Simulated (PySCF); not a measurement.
A species of formula C5H13OP3 has this rotational fingerprint, computed with PBE0/pcSseg-1 in PySCF (dipole) on a GFN2-xTB geometry, gas phase:

```
Rotational constants : A = 2570, B = 358.6, C = 342.6 MHz
Dipole components    : |μa| = 1.32 D, |μb| = 1.03 D, |μc| = 0.67 D
Inertial defect      : -130.96 u·Å²
κ                    : -0.99
```

Question: Which structure is it? (One computed conformer of each.)
A. `[CH3:1][O:2][CH2:3][CH2:4]/[P:5]=[P:6]/[CH2:7][CH2:8][PH2:9]` with C1–O2–C3–C4 -73°, O2–C3–C4–P5 -176°, C3–C4–P5–P6 83°, P5–P6–C7–C8 -98°, P6–C7–C8–P9 -29°
B. `[OH:1][CH2:2][CH2:3][CH2:4]/[P:5]=[P:6]/[CH2:7][CH2:8][PH2:9]` with H–O1–C2–C3 57°, O1–C2–C3–C4 179°, C2–C3–C4–P5 59°, C3–C4–P5–P6 60°, P5–P6–C7–C8 -73°

Answer: A. It is COCC/P=P/CCP, a near-prolate asymmetric top, point group C1. The candidates at the same level (rigid rotor, commonest isotopes):

| SMILES | A (MHz) | B (MHz) | C (MHz) | μa (D) | μb (D) | μc (D) | Δ (u·Å²) | point group | rotor |
| --- | --- | --- | --- | --- | --- | --- | --- | --- | --- |
| OCCC/P=P/CCP | 2445 | 365.1 | 354.5 | 0.48 | 0.56 | 0.21 | -165.32 | C1 | near-prolate asymmetric top |
| COCC/P=P/CCP | 2570 | 358.6 | 342.6 | 1.32 | 1.03 | 0.67 | -130.96 | C1 | near-prolate asymmetric top |

`OCCC/P=P/CCP` has A 5 % too low. No structure here is proved a minimum.
